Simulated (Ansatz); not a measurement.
C2H5GaO (`[CH3][GaH][CH]=O`). The species carries charge 0 and has multiplicity 1.

```xyz
9

C     0.613   -0.760   -1.194
Ga   -0.498    0.550   -0.244
C    -0.516    0.489    1.776
O     0.476    0.972    2.277
H     0.932   -0.394   -2.171
H     1.492   -1.016   -0.599
H     0.041   -1.680   -1.348
H    -1.227    1.751   -0.948
H    -1.313    0.089    2.450
```

**Question.** List the harmonic frequencies (cm⁻¹, unscaled) at PBE0-D4/def2-TZVP in Ansatz. (Best estimate.)

**Answer.** Ansatz gave: 35, 50, 115, 169, 394, 532, 556, 589, 707, 771, 831, 1223, 1382, 1443, 1449, 1736, 1952, 2801, 3050, 3129, 3157.

**Question.** Is this a minimum?

**Answer.** Yes, all 21 modes are real.

**Question.** Give the ideal-gas thermochemistry at 298.15 K and 1 bar (rigid rotor, harmonic oscillator; point group C1, symmetry number 1).

**Answer.** Zero-point energy 155.9 kJ/mol; H(298) − E = 176.9 kJ/mol; entropy 357.1 J/(mol·K), of which translation 168.0, rotation 108.2, vibration 80.8; G(298) − E = 70.4 kJ/mol. Modes under 100 cm⁻¹ are hindered rotations or soft bends, so the harmonic entropy is rough.

**Question.** And at 400, 500, 600, 800 and 1000 K?

**Answer.** 
| T (K) | H − E (kJ/mol) | S (J/mol/K) | G − E (kJ/mol) |
| --- | --- | --- | --- |
| 400 | 187.5 | 387.7 | 32.4 |
| 500 | 199.3 | 414.0 | -7.7 |
| 600 | 212.3 | 437.6 | -50.3 |
| 800 | 240.8 | 478.5 | -142.0 |
| 1000 | 272.2 | 513.5 | -241.3 |
